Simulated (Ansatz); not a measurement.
```xyz
15

C     0.5219    0.4135    2.2779
C     1.1446    0.6829    0.9289
O     0.1781    0.6141   -0.1121
Si   -0.2366   -0.6817   -0.9772
C    -1.4265   -0.2180   -2.2906
F     1.0690   -1.3545   -1.5904
F    -0.8512   -1.8088   -0.0350
H    -0.2876    1.1196    2.4736
H     0.1158   -0.5987    2.3274
H     1.2721    0.5222    3.0652
H     1.5665    1.6905    0.8946
H     1.9610   -0.0203    0.7295
H    -1.7186   -1.0951   -2.8715
H    -2.3254    0.2201   -1.8525
H    -0.9832    0.5142   -2.9679
```

Charge 0, multiplicity 1.

Question: List the PBE0/def2-TZVPP orbital energies in eV (Ansatz). (Best estimate.)

Answer: The calculation gave: Occupied: -1804.21, -673.74, -673.73, -522.91, -279.79, -278.06, -278.01, -146.29, -101.01, -100.99, -100.92, -33.46, -32.91, -28.74, -21.35, -20.05, -17.79, -15.57, -14.26, -13.89, -13.65, -12.86, -12.64, -12.42, -12.14, -11.73, -11.62, -11.40, -10.97, -10.75, -9.89, -9.08, -8.78. Lowest empty: 1.09, 1.54, 2.13, 2.27, 2.60, 2.72, 3.06, 3.13.
